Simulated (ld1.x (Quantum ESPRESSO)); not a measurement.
# u(r) = r·R(r): atom against pseudo-atom (Rb (Z = 37))

Columns: radius, all-electron u(r) and pseudo u(r) of the 4p shell (level -16.01 eV) of rubidium in the configuration [Ar] 3d10 4s2 4p6 5s1 5p0; Wu–Cohen, scalar-relativistic, TM scheme, ld1.x (Quantum ESPRESSO) 7.5.

```json
{"r (bohr)": "0.082", "all-electron": "0.2496", "pseudo": "0.0049"}
{"r (bohr)": "0.165", "all-electron": "0.0836", "pseudo": "0.0200"}
{"r (bohr)": "0.248", "all-electron": "-0.2136", "pseudo": "0.0452"}
{"r (bohr)": "0.330", "all-electron": "-0.3817", "pseudo": "0.0801"}
{"r (bohr)": "0.413", "all-electron": "-0.3938", "pseudo": "0.1256"}
{"r (bohr)": "0.495", "all-electron": "-0.2951", "pseudo": "0.1805"}
{"r (bohr)": "0.578", "all-electron": "-0.1358", "pseudo": "0.2456"}
{"r (bohr)": "0.660", "all-electron": "0.0422", "pseudo": "0.3183"}
{"r (bohr)": "0.742", "all-electron": "0.2166", "pseudo": "0.3976"}
{"r (bohr)": "0.825", "all-electron": "0.3758", "pseudo": "0.4815"}
{"r (bohr)": "0.908", "all-electron": "0.5113", "pseudo": "0.5652"}
{"r (bohr)": "0.990", "all-electron": "0.6199", "pseudo": "0.6432"}
{"r (bohr)": "1.072", "all-electron": "0.7042", "pseudo": "0.7117"}
{"r (bohr)": "1.155", "all-electron": "0.7666", "pseudo": "0.7678"}
{"r (bohr)": "1.238", "all-electron": "0.8086", "pseudo": "0.8083"}
{"r (bohr)": "1.320", "all-electron": "0.8328", "pseudo": "0.8325"}
{"r (bohr)": "1.402", "all-electron": "0.8425", "pseudo": "0.8424"}
{"r (bohr)": "1.485", "all-electron": "0.8403", "pseudo": "0.8403"}
{"r (bohr)": "1.568", "all-electron": "0.8285", "pseudo": "0.8285"}
{"r (bohr)": "1.650", "all-electron": "0.8093", "pseudo": "0.8093"}
{"r (bohr)": "1.733", "all-electron": "0.7842", "pseudo": "0.7842"}
{"r (bohr)": "1.815", "all-electron": "0.7553", "pseudo": "0.7553"}
{"r (bohr)": "1.898", "all-electron": "0.7231", "pseudo": "0.7231"}
{"r (bohr)": "1.980", "all-electron": "0.6894", "pseudo": "0.6894"}
{"r (bohr)": "2.062", "all-electron": "0.6546", "pseudo": "0.6546"}
{"r (bohr)": "2.145", "all-electron": "0.6190", "pseudo": "0.6190"}
```

How many radial nodes do the two functions have?

The all-electron 4p function has n − l − 1 = 2; the pseudo-wave has 0, since the states of the same l below it are removed with the core.

At about which radius was the pseudo-wave matched?

1.55 bohr. The columns agree to 0.0005 from 1.24 bohr on; several derivatives are matched, so the curves merge somewhat inside the radius.

Is the pseudo-wave norm-conserving?

Yes: the TM scheme keeps the norm inside the radius equal to the all-electron one, which fixes the energy derivative of the logarithmic derivative at the level.
